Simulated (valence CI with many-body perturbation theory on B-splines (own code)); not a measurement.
# Co¹¹⁺: E2, E3, M1, M2 decay

Computed by relativistic CI+MBPT: six valence electrons over a frozen Dirac-Fock core [Ne], a basis of 9 s, 9 p, 8 d, 6 f, 3 g, 1 h functions for each j, with the one-electron correlation potential Σ1 (screened to all orders), the two-electron term Σ2, the three-electron term Σ3, Breit, model QED; selected single and double excitations, second order for the rest, scaled by the run's own slope (own B-spline code, finite nucleus).

No measured spectrum was set against this ion. As an estimate, levels of excited configurations hold to 0.05 to 0.15 % of their energy, terms of the ground configuration to about 0.5 %. Among the levels kept, up to 1500 cm⁻¹ of a level comes from second order outside the variational space, and about a tenth of that is noise between levels of different J, which matters for small intervals.

Lines 1 to 41 of 41 in falling wavelength, among levels below 588990 cm⁻¹, chosen from the decays that carry over 1 % of a level's rate. Wavelengths and rates use the calculated energies, so an error of 200 cm⁻¹ moves a line at 594.4 nm by 1.2 % and its rate by three times that or more. Electric multipoles are in the length gauge, E1 and E2 with the static RPA response of the core. S is in atomic units (e²a₀⁴ for E2 and M2, e²a₀⁶ for E3), for M1 in squared Bohr magnetons. Weak lines are less certain than strong ones. Lines between different terms over intervals too small for the method are left out, as are lines whose strength nearly cancels.

Letters in brackets count levels of one name in rising energy.

| λ vac (nm) | Upper | Lower | Type | A (s⁻¹) | S (a.u.) |
| --- | --- | --- | --- | --- | --- |
| 7720 | 3s2 3p4 3P_0 | 3s2 3p4 3P_1 | M1 | 1.09e-01 | 1.86e+00 |
| 3391 | 3s2 3p3 3d 3G°_5 | 3s2 3p3 3d 3G°_4 | M1 | 4.90e-01 | 7.79e+00 |
| 1843 | 3s2 3p3 3d 3F°_4 [a] | 3s2 3p3 3d 3F°_3 [a] | M1 | 2.91e+00 | 6.07e+00 |
| 632.6 | 3s2 3p4 3P_1 | 3s2 3p4 3P_2 | M1 | 8.44e+01 | 2.38e+00 |
| 594.4 | 3s2 3p3 3d 3F°_4 [a] | 3s2 3p3 3d 3D°_3 [a] | M1 | 9.70e+00 | 6.80e-01 |
| 584.6 | 3s2 3p4 3P_0 | 3s2 3p4 3P_2 | E2 | 1.96e-02 | 1.20e-01 |
| 489.3 | 3s2 3p3 3d 3G°_4 | 3s2 3p3 3d 3F°_4 [a] | M1 | 7.35e+00 | 2.87e-01 |
| 427.6 | 3s2 3p3 3d 3G°_5 | 3s2 3p3 3d 3F°_4 [a] | M1 | 1.28e+01 | 4.09e-01 |
| 377.5 | 3s2 3p4 1D_2 | 3s2 3p4 3P_1 | M1 | 1.35e+01 | 1.35e-01 |
| 333.3 | 3s2 3p3 3d 1G°_4 | 3s2 3p3 3d 3F°_4 [a] | M1 | 3.10e+00 | 3.83e-02 |
| 323.7 | 3s2 3p3 3d 3F°_4 [b] | 3s2 3p3 3d 1G°_4 | M1 | 7.45e+01 | 8.44e-01 |
| 282.3 | 3s2 3p3 3d 1G°_4 | 3s2 3p3 3d 3F°_3 [a] | M1 | 4.60e+00 | 3.45e-02 |
| 268.4 | 3s2 3p3 3d 3G°_4 | 3s2 3p3 3d 3D°_3 [a] | M1 | 8.40e-01 | 5.42e-03 |
| 266.6 | 3s2 3p3 3d 3F°_4 [b] | 3s2 3p3 3d 3G°_5 | M1 | 7.98e+01 | 5.05e-01 |
| 247.2 | 3s2 3p3 3d 3F°_4 [b] | 3s2 3p3 3d 3G°_4 | M1 | 8.14e+01 | 4.10e-01 |
| 236.4 | 3s2 3p4 1D_2 | 3s2 3p4 3P_2 | M1 | 1.56e+02 | 3.82e-01 |
| 234.3 | 3s2 3p3 3d 3F°_4 [b] | 3s2 3p3 3d 3G°_3 | M1 | 1.09e+01 | 4.68e-02 |
| 222.3 | 3s2 3p3 3d 3F°_4 [a] | 3s2 3p3 3d 5D°_4 | M1 | 5.14e+01 | 1.88e-01 |
| 164.2 | 3s2 3p3 3d 3F°_4 [b] | 3s2 3p3 3d 3F°_4 [a] | M1 | 5.21e+01 | 7.70e-02 |
| 152.8 | 3s2 3p3 3d 3G°_4 | 3s2 3p3 3d 5D°_4 | M1 | 2.60e+01 | 3.10e-02 |
| 150.8 | 3s2 3p3 3d 3F°_4 [b] | 3s2 3p3 3d 3F°_3 [a] | M1 | 1.81e+01 | 2.07e-02 |
| 149.8 | 3s2 3p3 3d 3G°_4 | 3s2 3p3 3d 5D°_3 | M1 | 2.90e+00 | 3.26e-03 |
| 146.3 | 3s2 3p3 3d 3G°_5 | 3s2 3p3 3d 5D°_4 | M1 | 4.72e+00 | 6.03e-03 |
| 146.3 | 3s2 3p3 3d 3G°_5 | 3s2 3p3 3d 5D°_4 | E2 | 2.84e-01 | 1.86e-02 |
| 136.3 | 3s2 3p4 1S_0 | 3s2 3p4 3P_1 | M1 | 1.61e+03 | 1.51e-01 |
| 133.4 | 3s2 3p3 3d 1G°_4 | 3s2 3p3 3d 5D°_4 | M1 | 4.85e+01 | 3.84e-02 |
| 131.1 | 3s2 3p3 3d 1G°_4 | 3s2 3p3 3d 5D°_3 | M1 | 1.25e+01 | 9.39e-03 |
| 128.7 | 3s2 3p3 3d 3F°_4 [b] | 3s2 3p3 3d 3D°_3 [a] | M1 | 7.05e+01 | 5.01e-02 |
| 94.45 | 3s2 3p3 3d 3F°_4 [b] | 3s2 3p3 3d 5D°_4 | M1 | 3.89e+02 | 1.09e-01 |
| 93.29 | 3s2 3p3 3d 3F°_4 [b] | 3s2 3p3 3d 5D°_3 | M1 | 7.15e+01 | 1.94e-02 |
| 63.33 | 3s2 3p3 3d 3F°_4 [a] | 3s 3p5 3P°_2 | E2 | 2.96e+01 | 2.43e-02 |
| 53.22 | 3s2 3p3 3d 1G°_4 | 3s 3p5 3P°_2 | E2 | 3.41e+00 | 1.17e-03 |
| 45.71 | 3s2 3p3 3d 3F°_4 [b] | 3s 3p5 3P°_2 | E2 | 1.26e+02 | 2.02e-02 |
| 23.85 | 3s2 3p3 3d 5D°_4 | 3s2 3p4 3P_2 | M2 | 4.57e+01 | 2.83e-04 |
| 23.70 | 3s2 3p3 3d 3F°_4 [a] | 3s2 3p4 1D_2 | M2 | 7.17e+01 | 4.31e-04 |
| 22.60 | 3s2 3p3 3d 3G°_4 | 3s2 3p4 1D_2 | M2 | 2.58e+00 | 1.22e-05 |
| 22.12 | 3s2 3p3 3d 1G°_4 | 3s2 3p4 1D_2 | M2 | 1.88e+01 | 8.01e-05 |
| 20.63 | 3s2 3p3 3d 3G°_4 | 3s2 3p4 3P_2 | M2 | 1.05e+00 | 3.14e-06 |
| 20.50 | 3s2 3p3 3d 3G°_5 | 3s2 3p4 3P_2 | E3 | 7.36e-01 | 3.92e-01 |
| 20.23 | 3s2 3p3 3d 1G°_4 | 3s2 3p4 3P_2 | M2 | 5.82e+00 | 1.59e-05 |
| 19.04 | 3s2 3p3 3d 3F°_4 [b] | 3s2 3p4 3P_2 | M2 | 1.27e+01 | 2.55e-05 |
